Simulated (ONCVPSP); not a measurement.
## La (Z = 57): ONCV pseudisation with PBEsol, scalar-relativistic reference atom.

Input for ONCVPSP 4.0.1:

```
# ATOM AND REFERENCE CONFIGURATION
# atsym  z   nc   nv     iexc    psfile
  La 57.00    9    5  -116133      upf
#
#   n    l    f
    1    0    2.00
    2    0    2.00
    2    1    6.00
    3    0    2.00
    3    1    6.00
    3    2   10.00
    4    0    2.00
    4    1    6.00
    4    2   10.00
    5    0    2.00
    5    1    6.00
    5    2    1.00
    6    0    1.50
    6    1    0.50
#
# PSEUDOPOTENTIAL AND OPTIMIZATION
# lmax
    3
#
#   l,   rc,      ep,       ncon, nbas, qcut
    0    2.95    0.00    4    8    4.80
    1    3.15    0.00    3    7    3.40
    2    4.00    0.00    4    8    3.80
    3    3.80    0.21    4    7    2.60
#
# LOCAL POTENTIAL
# lloc, lpopt,  rc(5),   dvloc0
    4    5    2.80    0.00
#
# VANDERBILT-KLEINMAN-BYLANDER PROJECTORs
# l, nproj, debl
    0    3    1.70
    1    2    0.40
    2    2    3.40
    3    2    0.30
#
# MODEL CORE CHARGE
# icmod, fcfact, rcfact
    2    0.35    1.05
#
# LOG DERIVATIVE ANALYSIS
# epsh1, epsh2, depsh
   -3.00    5.00    0.02
#
# OUTPUT GRID
# rlmax, drl
    6.00    0.01
#
# TEST CONFIGURATIONS
# ncnf
    4
# nvcnf
#   n    l    f
    5
    5    0    2.00
    5    1    6.00
    5    2    1.00
    6    0    2.00
    6    1    0.00
#
    5
    5    0    2.00
    5    1    6.00
    5    2    1.00
    6    0    1.00
    6    1    0.00
#
    5
    5    0    2.00
    5    1    6.00
    5    2    1.00
    6    0    0.00
    6    1    0.00
#
    6
    5    0    2.00
    5    1    6.00
    5    2    0.00
    6    0    1.00
    6    1    0.00
    4    3    1.00
#
```

Command:

```bash
oncvpsp.x < La.dat > La.out
```

The program printed (shortened: citation, most of the input echo, consistency checks and plot data are left out):

```
ONCVPSP  (Optimized Norm-Conservinng Vanderbilt PSeudopotential)
scalar-relativistic version 4.0.1

#   n    l    f        energy (Ha)
    1    0    2.00    -1.4234924E+03
    2    0    2.00    -2.2663496E+02
    2    1    6.00    -2.0315211E+02
    3    0    2.00    -4.8483454E+01
    3    1    6.00    -4.0985956E+01
    3    2   10.00    -3.0208173E+01
    4    0    2.00    -9.8008373E+00
    4    1    6.00    -7.3622682E+00
    4    2   10.00    -3.8345309E+00
    5    0    2.00    -1.4521872E+00
    5    1    6.00    -8.4368508E-01
    5    2    1.00    -1.3041851E-01
    6    0    1.50    -1.4775775E-01
    6    1    0.50    -5.9247610E-02

Reference configufation results
  iterations    25
  all-electron total energy (Ha)   -8.48996054D+03

Begin loop to  construct optimized pseudo wave functions
and semi-local pseudopoentials for all angular momenta

   Wellstate for l =  0  n =  8
     eigenvalue =   1.5522
     asymptotic potential =   2.0522
     half-point radius =  5.4605

Calculating optimized projector #   1

 for l=   0

    Fraction of norm inside rc  0.987244
    Optimizing pswf for qcut=   4.79 a_B^-1,  ecut=  11.49 Ha
    Residual kinetic energy error=  3.61D-08 Ha

    Energy error per electron        Cutoff
         Ha          eV             Ha
         0.01000     0.27211        2.30
         0.00100     0.02721        5.98
         0.00010     0.00272        7.76
         0.00001     0.00027        8.97

Calculating optimized projector #   2

 for l=   0

    Fraction of norm inside rc  0.149985
    Optimizing pswf for qcut=   4.79 a_B^-1,  ecut=  11.49 Ha
    Residual kinetic energy error=  2.31D-07 Ha

    Energy error per electron        Cutoff
         Ha          eV             Ha
         0.01000     0.27211        1.85
         0.00100     0.02721        6.08
         0.00010     0.00272        8.12
         0.00001     0.00027        9.54

Calculating optimized projector #   3

 for l=   0

    Fraction of norm inside rc  0.169135
    Optimizing pswf for qcut=   4.79 a_B^-1,  ecut=  11.49 Ha
    Residual kinetic energy error=  1.56D-05 Ha

    Energy error per electron        Cutoff
         Ha          eV             Ha
         0.01000     0.27211        6.15
         0.00100     0.02721        8.67
         0.00010     0.00272       10.57
         0.00001     0.00027       12.33

Calculating optimized projector #   1

 for l=   1

    Fraction of norm inside rc  0.968616
    Optimizing pswf for qcut=   3.40 a_B^-1,  ecut=   5.79 Ha
    Residual kinetic energy error=  3.03D-05 Ha

    Energy error per electron        Cutoff
         Ha          eV             Ha
         0.01000     0.27211        3.50
         0.00100     0.02721        4.54
         0.00010     0.00272        5.44
         0.00001     0.00027       10.35

Calculating optimized projector #   2

 for l=   1

    Fraction of norm inside rc  0.063305
    Optimizing pswf for qcut=   3.40 a_B^-1,  ecut=   5.79 Ha
    Residual kinetic energy error=  8.58D-06 Ha

    Energy error per electron        Cutoff
         Ha          eV             Ha
         0.01000     0.27211        2.53
         0.00100     0.02721        3.83
         0.00010     0.00272        4.86
         0.00001     0.00027        5.75

   Wellstate for l =  2  n = 10
     eigenvalue =   3.2696
     asymptotic potential =   3.7696
     half-point radius =  6.7766

Calculating optimized projector #   1

 for l=   2

    Fraction of norm inside rc  0.819943
    Optimizing pswf for qcut=   3.80 a_B^-1,  ecut=   7.24 Ha
    Residual kinetic energy error=  4.35D-07 Ha

    Energy error per electron        Cutoff
         Ha          eV             Ha
         0.01000     0.27211        3.53
         0.00100     0.02721        4.71
         0.00010     0.00272        5.58
         0.00001     0.00027        6.52

Calculating optimized projector #   2

 for l=   2

    Fraction of norm inside rc  0.204942
    Optimizing pswf for qcut=   3.80 a_B^-1,  ecut=   7.24 Ha
    Residual kinetic energy error=  4.18D-04 Ha

    Energy error per electron        Cutoff
         Ha          eV             Ha
         0.01000     0.27211        5.67
         0.00100     0.02721        7.04
         0.00010     0.00272       16.50
         0.00001     0.00027       20.62

WARNING wellstate: localized bound state found for n= 4 l= 3
WARNING this state with energy -0.18201485
WARNING will be used for the first projector

   Wellstate for l =  3  n =  5
     eigenvalue =   0.1180
     asymptotic potential =   0.6180
     half-point radius = 13.8370

Calculating optimized projector #   1

 for l=   3

    Fraction of norm inside rc  0.992717
    Optimizing pswf for qcut=   2.60 a_B^-1,  ecut=   3.37 Ha
    Residual kinetic energy error=  3.23D-01 Ha

    Energy error per electron        Cutoff
         Ha          eV             Ha
         0.01000     0.27211       12.97
         0.00100     0.02721       15.08
         0.00010     0.00272       21.85
         0.00001     0.00027       36.76

Calculating optimized projector #   2

 for l=   3

    Fraction of norm inside rc  0.044440
    Optimizing pswf for qcut=   2.60 a_B^-1,  ecut=   3.37 Ha
    Residual kinetic energy error=  2.97D-02 Ha

    Energy error per electron        Cutoff
         Ha          eV             Ha
         0.01000     0.27211        4.41
         0.00100     0.02721        9.00
         0.00010     0.00272       16.25
         0.00001     0.00027       18.84

Construct Vanderbilt / Kleinmman-Bylander projectors

B matrix Hermiticity error, ll=   0
   1   2    8.6903E-05
   1   3    2.4999E-04
   2   3   -6.2519E-05

  Orthonormal projector coefficients  3.2000E+00  3.6816E-01 -9.7020E-02

B matrix Hermiticity error, ll=   1
   1   2    3.2068E-05

  Orthonormal projector coefficients  7.1864E-01 -1.8183E-01

B matrix Hermiticity error, ll=   2
   1   2    1.3178E-04

  Orthonormal projector coefficients  2.0637E+00 -1.5849E-01

B matrix Hermiticity error, ll=   3
   1   2    1.0759E-05

  Orthonormal projector coefficients -3.4578E+00 -1.9450E+00

Model core correction analysis
  based on d2Exc/dn_idn_j

d2excae - all-electron derivatives

   -2.562196D-02   -2.238193D-02   -9.361285D-03   -1.807772D-03
   -9.913162D-04
   -2.238201D-02   -2.228920D-02   -1.291532D-02   -2.934778D-03
   -1.121183D-03
   -9.361143D-03   -1.291494D-02   -1.825672D-02   -1.402833D-02
   -7.592557D-03
   -1.807600D-03   -2.934254D-03   -1.402360D-02   -2.403019D-02
   -1.936694D-02
   -9.913661D-04   -1.121183D-03   -7.585811D-03   -1.935540D-02
   -2.497359D-02

d2excps - pseudofunction derivatives with no core correction

   -3.705419D-02   -2.652486D-02   -9.416545D-03   -3.028043D-03
   -1.406680D-03
   -2.652565D-02   -2.515490D-02   -1.344927D-02   -3.372992D-03
   -1.349692D-03
   -9.416452D-03   -1.344876D-02   -1.899284D-02   -1.419784D-02
   -7.627093D-03
   -3.028487D-03   -3.372490D-03   -1.419322D-02   -2.413495D-02
   -1.940670D-02
   -1.406819D-03   -1.349707D-03   -7.620323D-03   -1.939508D-02
   -2.499641D-02

rms 2nd derivative error    2.670189E-03

amplitude prefactor, scale prefactor
   14.4710    1.1151

d2excps - pseudofunction derivatives with core correction

   -2.209810D-02   -2.014848D-02   -8.699752D-03   -1.625265D-03
   -8.952943D-04
   -2.014826D-02   -2.198118D-02   -1.316677D-02   -2.779605D-03
   -1.085654D-03
   -8.699483D-03   -1.316629D-02   -1.905918D-02   -1.411707D-02
   -7.590750D-03
   -1.625063D-03   -2.779059D-03   -1.411245D-02   -2.400489D-02
   -1.936108D-02
   -8.953206D-04   -1.085650D-03   -7.583980D-03   -1.934947D-02
   -2.497634D-02

rms 2nd derivative error    9.856645E-04

Pseudoatom total energy  -32.035980

Diagnostic tests using Vanderbilt-Kleinman-Bylander pseudopotentials
  1 or more projectors used as specified by nproj input data

   l    rcore       rmatch      e in        delta e   norm test  slope test

   0   2.9620891   3.0520246  -1.4521872   0.0000004   1.0001140   1.0001034
   0   2.9620891   3.0520246  -0.1477577   0.0000003   1.0000148   1.0000116
   0   2.9620891   3.0520246   1.5522423   0.0000011   1.0001769   1.0001769

   1   3.1635588   3.2596113  -0.8436851  -0.0000068   1.0000360   1.0000275
   1   3.1635588   3.2596113  -0.0592476   0.0000016   1.0000333   1.0000001

   2   4.0187884   4.1408075  -0.1304185  -0.0000001   1.0001738   1.0001763
   2   4.0187884   4.1408075   3.2695815   0.0000054   1.0000181   1.0000181

   3   3.8081435   3.9237670  -0.1820149  -0.0000001   1.0001596   1.0001615
   3   3.8081435   3.9237670   0.1179852   0.0000012   1.0000506   1.0000506

 Testing for bound ghosts
   n   l    E NL Schr. Eq   E Basis Diag.   E Cutoff

   1   0       -1.452187       -1.452187     40.14
   2   0       -0.147757       -0.142989     40.14

   2   1       -0.843692       -0.843683     22.48
   3   1       -0.059246       -0.045678     22.48

   3   2       -0.130419       -0.130381     21.37

       3                       -0.181837     20.56  WARNING - GHOST(-)

 Testing for highly-localized positive-energy ghosts
       l    <radius>/rc     E Basis Diag.   E Cutoff

Test configuration 0

   n   l     f        eae           eps        diff
   1   0  2.0000-1423.49236761
   2   0  2.0000 -226.63495946
   2   1  6.0000 -203.15210735
   3   0  2.0000  -48.48345355
   3   1  6.0000  -40.98595596
   3   2 10.0000  -30.20817334
   4   0  2.0000   -9.80083730
   4   1  6.0000   -7.36226817
   4   2 10.0000   -3.83453086
   5   0  2.0000   -1.45218722   -1.45218681    4.04D-07
   5   1  6.0000   -0.84368508   -0.84369186   -6.77D-06
   5   2  1.0000   -0.13041851   -0.13041857   -5.58D-08
   6   0  1.5000   -0.14775775   -0.14775747    2.74D-07
   6   1  0.5000   -0.05924761   -0.05924605    1.56D-06

    Total energies and differences
      AE_ref= -8.48996054D+03  AE_tst= -8.48996054D+03  dif=  0.00D+00
      PS_ref= -3.20359799D+01  PS_tst= -3.20359799D+01  dif= -3.77D-13
      PSP excitation error=  3.77D-13

Test configuration 1

   n   l     f        eae           eps        diff
   1   0  2.0000-1423.47120850
   2   0  2.0000 -226.61389633
   2   1  6.0000 -203.13106047
   3   0  2.0000  -48.46231154
   3   1  6.0000  -40.96481728
   3   2 10.0000  -30.18704293
   4   0  2.0000   -9.77972624
   4   1  6.0000   -7.34117624
   4   2 10.0000   -3.81348155
   5   0  2.0000   -1.43131611   -1.43074348    5.73D-04
   5   1  6.0000   -0.82316012   -0.82291785    2.42D-04
   5   2  1.0000   -0.11402178   -0.11399609    2.57D-05
   6   0  2.0000   -0.13616429   -0.13610066    6.36D-05

    Total energies and differences
      AE_ref= -8.48996054D+03  AE_tst= -8.49000440D+03  dif= -4.39D-02
      PS_ref= -3.20359799D+01  PS_tst= -3.20798306D+01  dif= -4.39D-02
      PSP excitation error= -1.13D-05

Test configuration 2

   n   l     f        eae           eps        diff
   1   0  2.0000-1423.68818955
   2   0  2.0000 -226.83009666
   2   1  6.0000 -203.34729219
   3   0  2.0000  -48.67852976
   3   1  6.0000  -41.18103484
   3   2 10.0000  -30.40322640
   4   0  2.0000   -9.99566334
   4   1  6.0000   -7.55704826
   4   2 10.0000   -4.02918585
   5   0  2.0000   -1.64585206   -1.64739217   -1.54D-03
   5   1  6.0000   -1.03697154   -1.03787932   -9.08D-04
   5   2  1.0000   -0.31344216   -0.31370841   -2.66D-04
   6   0  1.0000   -0.30768502   -0.30794903   -2.64D-04

    Total energies and differences
      AE_ref= -8.48996054D+03  AE_tst= -8.48978392D+03  dif=  1.77D-01
      PS_ref= -3.20359799D+01  PS_tst= -3.18592586D+01  dif=  1.77D-01
      PSP excitation error= -1.03D-04

Test configuration 3

   n   l     f        eae           eps        diff
   1   0  2.0000-1423.94212535
   2   0  2.0000 -227.08295197
   2   1  6.0000 -203.60018336
   3   0  2.0000  -48.93130754
   3   1  6.0000  -41.43381071
   3   2 10.0000  -30.65597537
   4   0  2.0000  -10.24775846
   4   1  6.0000   -7.80901341
   4   2 10.0000   -4.28084273
   5   0  2.0000   -1.89461073   -1.89968024   -5.07D-03
   5   1  6.0000   -1.28345931   -1.28637664   -2.92D-03
   5   2  1.0000   -0.53877599   -0.53932424   -5.48D-04

    Total energies and differences
      AE_ref= -8.48996054D+03  AE_tst= -8.48938526D+03  dif=  5.75D-01
      PS_ref= -3.20359799D+01  PS_tst= -3.14597912D+01  dif=  5.76D-01
      PSP excitation error= -9.13D-04

Test configuration 4

   n   l     f        eae           eps        diff
   1   0  2.0000-1423.46019544
   2   0  2.0000 -226.58032150
   2   1  6.0000 -203.10124950
   3   0  2.0000  -48.39040292
   3   1  6.0000  -40.89376119
   3   2 10.0000  -30.11969297
   4   0  2.0000   -9.72814258
   4   1  6.0000   -7.29668072
   4   2 10.0000   -3.78300320
   5   0  2.0000   -1.52660430   -1.61446227   -8.79D-02
   5   1  6.0000   -0.94167684   -1.00581099   -6.41D-02
   6   0  1.0000   -0.28704955   -0.28978396   -2.73D-03
   4   3  1.0000   -0.19546086   -0.35425481   -1.59D-01

    Total energies and differences
      AE_ref= -8.48996054D+03  AE_tst= -8.48977558D+03  dif=  1.85D-01
      PS_ref= -3.20359799D+01  PS_tst= -3.19237838D+01  dif=  1.12D-01
      PSP excitation error=  7.28D-02
```

The run took about 5.9 s on one core of a shared server CPU.
